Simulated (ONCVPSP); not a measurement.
# Before and after: ONCV potential for Al (Z = 13)

- Element: aluminium (Al)
- Generator: ONCVPSP 4.0.1
- Type: optimised norm-conserving Vanderbilt (ONCV)
- Functional: PBEsol
- Relativity: non-relativistic
- Frozen core: [Ne]
- Valence charge: 3
- Reference configuration: 3s2 3p1
- Partial waves: 3s: rc 1.95 bohr, ncon 4, nbas 7, qcut 4.1 1/bohr, local; 3p: rc 2.65 bohr, ncon 5, nbas 8, qcut 3.1 1/bohr, 3 projectors, debl 3.4 Ha; d scattering state at 0.04 Ha: rc 2.60 bohr, ncon 4, nbas 8, qcut 3.2 1/bohr, 2 projectors, debl 1.4 Ha
- Local potential: the s channel
- Core correction: Teter function fitted to the true core (icmod 2), fcfact 0.55

Change: core correction Teter function fitted to the true core (icmod 2), fcfact 0.14.

Cutoffs: the cutoffs (Ha) at which the residual kinetic energy of the hardest occupied pseudo-wave falls to 1 and 0.1 mHa per electron; they do not see the model core or the augmentation charge, which bear on the density cutoff. Errors are all-electron minus pseudo energies relative to the spin-unpolarised reference configuration.

Problem. What does the change do?

Solution. The potential gets neither clearly harder nor softer (6.0 Ha and 7.7 Ha → 6.0 Ha and 7.7 Ha); of the 4 tests that both files solve, the error grows in 1 and shrinks in 2 by more than 15 % and 0.3 meV (median size 1.7 → 2.0 meV); neither file shows a bound ghost. A model core, the more so a compact one, raises the density cutoff, which this test does not measure.

| quantity | base | changed |
| --- | --- | --- |
| cutoff, loose | 6.0 Ha | 6.0 Ha |
| cutoff, tight | 7.7 Ha | 7.7 Ha |
| bound ghosts | none | none |
| GHOST(+) flags under 300 eV | none | none |
| error for 3s2 3p0, meV [ΔE 5.75 eV] | +1.2 | +0.8 |
| error for 3s1 3p0, meV [ΔE 24.88 eV] | +26 | +8.5 |
| error for 3s2 3p0.5, meV [ΔE 2.08 eV] | +0.1 | +0.1 |
| error for 3s0 3p3, meV [ΔE 10.34 eV] | +2.3 | -3.2 |
| s: phases at 1.99 bohr within 0.05 rad from the reference energy up to (Ha; the scan ends near 5) | 2.3 | 2.3 |
| p: phases at 2.69 bohr within 0.05 rad from the reference energy up to (Ha; the scan ends near 5) | to the end of the scan | to the end of the scan |
| d: phases at 2.65 bohr within 0.05 rad from the reference energy up to (Ha; the scan ends near 5) | 4.4 | 4.4 |
| rms error of d²Exc/dni dnj with the model core, mHa | 0.68 | 0.03 |

Base: The cutoffs count occupied waves only; projector 3 of the p channel, the hardest unoccupied one, needs 17 Ha at the loose tolerance. Changed file: The cutoffs count occupied waves only; projector 3 of the p channel, the hardest unoccupied one, needs 17 Ha at the loose tolerance.
